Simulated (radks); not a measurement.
Eu2+, 61 electrons, occupied as [Xe] 4f6 6p1 (not the ground configuration).

Calculated with a radial shooting solver on a logarithmic mesh with Libxc functionals: Dirac Kohn-Sham, PBE, spin-unpolarised, spherical densities, finite nucleus; open shells are shared between the two j in proportion to 2j + 1; Fermi nuclear charge, rms radius 5.1115 fm.

Energy parts (hartree):
total: -10850.4021
kinetic: 11796.6678
electron-nucleus: -26572.8312
Hartree: 4168.1166
exchange-correlation: -242.3553

Orbitals (lengths in bohr, moments of r in powers of bohr; r(max) is where P^2 peaks):
| orbital | occ. | eigenvalue (hartree) | <r^2> | r(max) | <1/r> | small-component weight |
|---|---|---|---|---|---|---|
| 1s1/2 | 2 | -1776.353 | 0.0006793 | 0.01420 | 70.22 | 5.50e-02 |
| 2s1/2 | 2 | -292.3131 | 0.01062 | 0.08072 | 16.72 | 1.21e-02 |
| 2p1/2 | 2 | -277.3765 | 0.007725 | 0.06107 | 16.70 | 1.22e-02 |
| 2p3/2 | 4 | -253.5641 | 0.008963 | 0.06680 | 14.82 | 1.13e-02 |
| 3s1/2 | 2 | -65.04660 | 0.07108 | 0.2291 | 6.087 | 3.81e-03 |
| 3p1/2 | 2 | -58.59253 | 0.06633 | 0.2162 | 6.002 | 3.76e-03 |
| 3p3/2 | 4 | -53.73897 | 0.07346 | 0.2284 | 5.527 | 3.52e-03 |
| 3d3/2 | 4 | -42.56485 | 0.05887 | 0.1818 | 5.403 | 3.40e-03 |
| 3d5/2 | 6 | -41.50903 | 0.06087 | 0.1852 | 5.285 | 3.33e-03 |
| 4s1/2 | 2 | -13.63428 | 0.3608 | 0.5275 | 2.542 | 1.21e-03 |
| 4p1/2 | 2 | -11.13861 | 0.3805 | 0.5325 | 2.436 | 1.13e-03 |
| 4p3/2 | 4 | -10.06336 | 0.4194 | 0.5583 | 2.276 | 1.05e-03 |
| 4d3/2 | 4 | -5.95157 | 0.4835 | 0.5677 | 2.059 | 8.88e-04 |
| 4d5/2 | 6 | -5.75783 | 0.4989 | 0.5761 | 2.019 | 8.66e-04 |
| 4f5/2 | 2.57143 | -0.96030 | 0.9908 | 0.5827 | 1.492 | 5.08e-04 |
| 4f7/2 | 3.42857 | -0.93540 | 1.017 | 0.5875 | 1.476 | 4.99e-04 |
| 5s1/2 | 2 | -2.40739 | 2.053 | 1.221 | 0.9855 | 2.63e-04 |
| 5p1/2 | 2 | -1.71422 | 2.557 | 1.327 | 0.8760 | 2.12e-04 |
| 5p3/2 | 4 | -1.56061 | 2.853 | 1.399 | 0.8213 | 1.92e-04 |
| 6p1/2 | 0.333333 | -0.46385 | 17.30 | 3.605 | 0.3206 | 3.56e-05 |
| 6p3/2 | 0.666667 | -0.44266 | 18.76 | 3.774 | 0.3069 | 3.33e-05 |

The highest occupied level is 6p3/2 at -12.045 eV. The electron density at the nucleus is 5.792e+05 e/bohr^3.
